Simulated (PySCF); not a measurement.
C2H8BFN2, SMILES CN(C)B(N)F. Atoms are numbered in the order given.

```xyz
14

B      0.6090    -0.4595     0.1339
F      1.5201    -0.6286    -0.8556
N      0.8371    -1.1637     1.3405
H      0.2031    -1.1953     2.1249
H      1.6573    -1.7454     1.4471
N     -0.4889     0.4069    -0.1132
C     -0.7190     1.0015    -1.4127
C     -1.5012     0.7115     0.8688
H     -1.6778     0.6630    -1.8531
H     -0.7615     2.1063    -1.3500
H      0.0894     0.7278    -2.1017
H     -1.6674     1.8031     0.9437
H     -2.4797     0.2514     0.6240
H     -1.2048     0.3629     1.8680
```

Geometry optimised at B3LYP-D3(BJ)/def2-SVP. One conformer was computed; it need not be the lowest.

The numbers are results of PBE/pcSseg-1 run with PySCF, not measurements.

GIAO shieldings, no solvent; atoms listed in one row are averaged. δ = σ(ref) − σ: ¹¹B against BF3 (σ = 83.9 ppm); ¹⁹F against CFCl3 (σ = 133.6 ppm); ¹⁵N against NH3 (σ = 267.0 ppm); ¹H against TMS (σ = 31.49 ppm); ¹³C against TMS (σ = 182.0 ppm), references at their B3LYP-D3(BJ)/def2-TZVP geometries, non-relativistic.

Computed chemical shifts:
```
nucleus          atoms  count  δ (ppm)
-------  -------------  -----  -------
¹¹B                 B1      1      8.1
¹⁹F                 F2      1   -177.5
¹⁵N                 N6      1     66.2
¹⁵N                 N3      1     52.2
¹H        H9, H10, H11      3     2.94
¹H       H12, H13, H14      3     2.78
¹H                  H5      1     2.04
¹H                  H4      1     1.90
¹³C                 C8      1     40.8
¹³C                 C7      1     39.3
```
